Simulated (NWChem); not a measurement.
Molecule: TiCl3F; SMILES [F][Ti]([Cl])([Cl])[Cl]

```xyz
5

Ti     0.0000     0.0000     0.2527
F      0.0000     0.0000     1.9680
Cl     1.8570     0.8458    -0.4566
Cl    -1.6610     1.1853    -0.4566
Cl    -0.1960    -2.0312    -0.4566
```
Atoms are numbered in this order, from 1.

Level: PBE0/def2-SVP (NWChem), optimised geometry, unscaled harmonic frequencies. 

```
frequency (cm⁻¹)  IR intensity (km/mol)
----------------  ---------------------
123                                 0.2
123                                 0.2
143                                 2.9
180                                 1.9
180                                 1.9
418                                 8.7
522                               153.4
522                               153.4
830                               169.1
```

```json
{
  "zero_point_energy": "4.3 kcal/mol",
  "thermal correction to the enthalpy at 298.15 K (with zero-point energy)": "9.2 kcal/mol",
  "heat capacity Cv": "19.9 cal/(mol K)",
  "entropy at 298.15 K and 1 atm (symmetry number 3)": "84.0 cal/(mol K)",
  "dipole_moment": "0.13 D"
}
```

Rigid rotor and harmonic oscillator.
